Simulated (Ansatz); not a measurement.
Calculated with Ansatz (gas phase, PBE0-D4/def2-TZVP geometries, no zero-point term in ΔE). CCSD(T)/CBS adds triple-zeta CCSD(T) − MP2 to the extrapolated MP2 energy (def2 sets, frozen cores). This one scheme is used for every species. One conformer a species, not always the lowest.

Reaction (redistribution): `N[SiH2][SiH](N)F` + `[NH2][Al]([OH])[F]` → `N[SiH2][Al]([NH2])[F]` + `N[SiH](O)F`

| species | CCSD(T)/CBS(def2) energy (Eh) |
| --- | --- |
| `N[SiH2][SiH](N)F` | -791.69341 |
| `[NH2][Al]([OH])[F]` | -473.67557 |
| `N[SiH2][Al]([NH2])[F]` | -744.05131 |
| `N[SiH](O)F` | -521.31725 |

Question: Work out ΔE.

Answer: ΔE = (-744.05131) + (-521.31725) − (-791.69341) − (-473.67557) = 0.00042 Eh = +1.1 kJ/mol.

Largest T1 diagnostic among the species: 0.012.

In def2-TZVPP, CCSD(T) changes the Hartree–Fock value by +5.7 kJ/mol (the triples alone add +0.4 kJ/mol) and MP2 by +9.1 kJ/mol. The D4 term adds +3.7 kJ/mol with B3LYP and +2.0 kJ/mol with PBE0; it sums over pairs of atoms, weighted by their polarisabilities, and B3LYP, whose exchange is more repulsive, gets the larger term.

B3LYP here is the variant with VWN-RPA as its local correlation; programs differ in this.
